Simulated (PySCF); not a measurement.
MgCl, SMILES [Mg][Cl], multiplicity 2. Coordinates come from a PBE-D3(BJ)/def2-TZVPD optimisation. The spin state was assumed, not searched.

**Question.** Give the equilibrium geometry at PBE-D3(BJ)/def2-TZVPD (PySCF confirms it by a frequency run) as bond lengths and angles, and its point group. (The exact figures need the calculation; the answer reports its results.)

**Answer.** point group C∞v.
Atoms: Mg1 Cl2. Bonds (Å): Mg1–Cl2 2.227.
Charge 0, spin multiplicity 2.
